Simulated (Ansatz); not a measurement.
Computed with Ansatz on PBE0-D4/def2-TZVP structures; ΔE is electronic, products minus reactants. CCSD(T)/CBS is the MP2 limit (def2-TZVPP, def2-QZVPP) plus CCSD(T) − MP2 in def2-TZVPP, frozen cores. This one scheme is used for every species, atoms too. Functionals use def2-TZVPP. HSE06 is defined as in plane-wave codes. No spin–orbit coupling; open shells (•) take unrestricted orbitals. Spin–orbit coupling would lower the free atoms: a little for Cl. One conformer a species, not always the lowest.

Consider the homolysis of the Al–Cl bond: `[NH2][Al]([F])[Cl]` → `[NH2][Al][F]`• + Cl•.

(1) What is ΔE at CCSD(T)/CBS? (An estimate is asked.)

(2) What do these levels give: PBE, BLYP, r2SCAN, r2SCAN0, HSE06, CAM-B3LYP, RPA@PBE/def2-TZVPP, HF/def2-SVP, SCS-MP2/def2-TZVPP, CCSD(T)/def2-TZVPP, HF/CBS(def2), CCSD/CBS(def2)? (Estimate.)

Largest T1 diagnostic among the species: 0.014.

Results:

(1) Ansatz gave: +512.2 kJ/mol.

(2) The calculation gave: PBE 489.9, BLYP 472.4, r2SCAN 499.0, r2SCAN0 495.1, HSE06 492.8, CAM-B3LYP 491.0, RPA@PBE/def2-TZVPP 454.5, HF/def2-SVP 402.8, SCS-MP2/def2-TZVPP 503.1, CCSD(T)/def2-TZVPP 496.1, HF/CBS(def2) 397.5, CCSD/CBS(def2) 505.0 kJ/mol.

In def2-TZVPP, CCSD(T) changes the Hartree–Fock value by +97.9 kJ/mol (the triples alone add +7.2 kJ/mol) and MP2 by +113.4 kJ/mol; breaking electron pairs costs correlation energy, which Hartree–Fock lacks. The D4 term adds +7.3 kJ/mol with B3LYP and +4.0 kJ/mol with PBE0; it sums over pairs of atoms, weighted by their polarisabilities, and B3LYP, whose exchange is more repulsive, gets the larger term. From r2SCAN to r2SCAN0 (25 % exact exchange), in def2-TZVPP and without D4, ΔE moves by −3.9 kJ/mol: exact exchange takes away binding that semilocal exchange gives to molecules.

B3LYP here is the variant with VWN-RPA as its local correlation; programs differ in this.
